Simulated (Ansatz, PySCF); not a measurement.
Potential energy surface of Li2O, singlet: symmetric bend, bond length relaxed. Scanned: Li-O-Li angle. Other coordinates (O-Li bond length) were minimised at B3LYP/def2-TZVP. Each profile is relative to its own lowest point.

```tsv
a / °	A	B	C
180	0.0	0.0	0.0
167	0.9	0.5	0.7
157	3.1	1.6	2.3
147	6.6	3.6	5.0
137	11.8	6.7	9.1
127	19.3	11.5	15.1
117	30.0	18.7	24.0
107	45.3	29.9	37.0
97	67.5	47.4	56.1
87	100.0	74.3	84.6
80	131.4	101.4	112.6
```

Energies in kJ/mol.

Q: Match the curves with the methods MP2 on RHF/aug-cc-pVQZ, frozen core run with Ansatz (an electronic-structure program); RHF/aug-cc-pVQZ in Ansatz; PySCF 2.14.0 with r2SCAN/def2-TZVP.

A: A is RHF/aug-cc-pVQZ; B is MP2/aug-cc-pVQZ; C is r2SCAN.
